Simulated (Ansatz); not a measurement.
```yaml
crystal:
  periodic: [false, false, false]
  atoms:
    - {symbol: Cl, position_ang: [-1.344038, -0.517784, 3.786568]}
    - {symbol: Zr, position_ang: [0.008253, -0.152580, 0.016483]}
    - {symbol: Cl, position_ang: [3.636148, -1.862831, -0.281714]}
    - {symbol: Cl, position_ang: [-2.544034, -1.965197, -2.508612]}
    - {symbol: I, position_ang: [0.330250, 4.370436, -1.084701]}
basis:
  gaussian: {orbitals: STO-3G}
hamiltonian: {xc: {name: RPBE}, dispersion: d3bj}
```

```sh
$ ansatz run in.yaml --threads 4 --pin off --events-out ev --progress --plain --max-ram 10444MiB
```

It prints (some lines left out):

```
Functional definition: RPBE
871 factors; integrals over basis functions are off by at most 5.7e-5 eV
mean field evaluation 1: about -318947.0713 eV, gradient 3.0e1 eV
mean field evaluation 2: about -318168.6580 eV, gradient 4.0e1 eV
mean field evaluation 4: about -318943.5400 eV, gradient 4.2e1 eV
mean field evaluation 8: about -318980.0942 eV, gradient 2.4e0 eV
mean field evaluation 16: about -318980.2611 eV, gradient 3.0e-2 eV
mean field evaluation 64: about -318980.2420 eV, gradient 5.2e-1 eV
mean field -318980.26112611 eV, -11722.3083837979 hartree, gradient 2.4e-6 eV, S^2 0.000000; 9 other end points of the search recorded, 0 dependent functions left out
reference -318980.26115927 eV, -11722.3083850165 hartree; 72, 72 occupied and 9, 9 virtual orbitals, 871 factors
Total energy: -318980.64304685 eV, -11722.3224191264 hartree
```

**Question.** What is wrong with this run?

**Answer.** The coordinates are in bohr but typed as ångström. The run converged. The result belongs to that input, not to the molecule as meant.
